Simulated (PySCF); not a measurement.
Species: C4H8S3Si.
SMILES with atom numbers: `[CH3:1][C:2](=[S:3])[SiH:4]1[S:5][CH2:6][CH2:7][S:8]1` (hydrogens: H9, H10, H11 on C1; H12 on Si4; H13, H14 on C6; H15, H16 on C7)

Structure used (GFN2-xTB), in Å, numbered top down from 1:
```xyz
16
C4H8S3Si angstrom
C     -2.422    0.680    0.994
C     -2.121    0.030   -0.305
S     -3.254   -0.205   -1.446
Si    -0.370   -0.546   -0.709
S      0.501   -1.545    0.978
C      2.162   -0.877    0.639
C      2.103    0.618    0.444
S      1.016    1.079   -0.954
H     -1.844    1.603    1.083
H     -2.112    0.025    1.810
H     -3.482    0.909    1.085
H     -0.330   -1.383   -1.897
H      2.557   -1.380   -0.244
H      2.779   -1.127    1.503
H      3.089    1.016    0.205
H      1.721    1.112    1.337
```

Method used: TDDFT CAM-B3LYP/def2-SVPD, vertical, gas phase, core orbitals frozen in the response in PySCF.

Transition dipole moments from the ground state, in atomic units and in the frame of the coordinates above (overall signs are arbitrary), for the states with f of 0.002 or more among the lowest 8:

```csv
state,E (eV),μx,μy,μz
S2,4.333,0.387,0.032,0.045
S3,4.488,0.202,0.045,-0.050
S4,5.309,-0.117,-0.083,-0.173
S5,5.423,0.291,0.187,0.287
S6,5.524,-0.994,-0.105,-0.651
S7,5.662,-0.223,-0.062,-0.153
S8,5.822,0.581,-0.022,0.054
```

Question: Work out the oscillator strengths.

Answer: f = (2/3) ΔE |μ|² with ΔE in hartree (27.2114 eV).

```tsv
state	|μ|² (au)	|μ| (D)	f
S2	0.153	0.99	0.016
S3	0.045	0.54	0.005
S4	0.050	0.57	0.007
S5	0.202	1.14	0.027
S6	1.422	3.03	0.193
S7	0.077	0.71	0.011
S8	0.341	1.48	0.049
```

Question: Which bond between heavy atoms lies closest to the direction of the S6 transition dipole?

Answer: C2–S3, at 12° from it; next C7–S8 at 27°.

Question: What angle do the transition dipoles of S2 and S5 make?

Answer: |cos θ| = |μa·μb| / (|μa| |μb|) = 0.75, so θ ≈ 42° (taken between 0 and 90°, since the signs are arbitrary).

Question: How is the summed strength of these states shared among x, y and z?

Answer: (2/3) Σ ΔE μα² gives 0.222 for x, 0.008 for y and 0.076 for z, 0.306 in all.

Question: What peak molar absorption coefficient would the strongest computed level give as a lone Gaussian band 0.5 eV wide at half height?

Answer: ε(max) = 2.175×10⁸ f / FWHM, with the width in cm⁻¹. S6: 2.175×10⁸ × 0.1925 / 4033 ≈ 10000 L mol⁻¹ cm⁻¹.

Time: 2.2 min of wall time (with the writing of density and orbital grids); peak memory 1.2 GiB. Hardware: Intel Xeon at 2.70 GHz, one thread, no GPU (shared host).

One conformer stands for the species.
